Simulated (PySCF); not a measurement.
Point groups of optimised structures. Method: PBE0/pcSseg-1 in PySCF (dipole) on a GFN2-xTB geometry, gas phase. The symmetry is that of the one conformer found, every atom within 0.08 Å of its image; none is proved a minimum here.

Q: `[CH2:1]=[CH:2][CH2:3][CH2:4][C:5](=[O:6])[NH:7][CH:8]([CH3:9])[CH3:10]` with C1–C2–C3–C4 122°, C2–C3–C4–C5 171°, C3–C4–C5–O6 -26°, C4–C5–N7–C8 180°, C5–N7–C8–C9 116°: symmetry, top, dipole?

A: C1; near-prolate asymmetric top; symmetry number 1; this conformer is chiral (no improper operation); dipole 3.53 D.

Q: What symmetry has `[N:1]#[C:2][CH2:3][C@@H:4]1[CH:5]=[CH:6][CH2:7][CH2:8][Si@H:9]1[Cl:10]` with C2–C3–C4–C5 59°, C3–C4–C5–C6 -133°, C5–C6–C7–C8 -27°, C6–C7–C8–Si9 53°, C7–C8–Si9–Cl10 -169°?

A: C1; asymmetric top; symmetry number 1; this conformer is chiral (no improper operation); dipole 3.18 D; A, B, C = 1165, 845.2, 593.4 MHz.

Q: What symmetry has `[N:1]#[C:2][c:3]1[cH:4][cH:5][cH:6][c:7]([Cl:8])[cH:9]1`?

A: Cs; asymmetric top; symmetry number 1; 2 operations, which sort the 13 atoms into 13 sets; dipole 3.92 D, in the ab plane, which is the mirror; A, B, C = 2809, 896.9, 679.9 MHz; heavy atoms equivalent by symmetry: none.
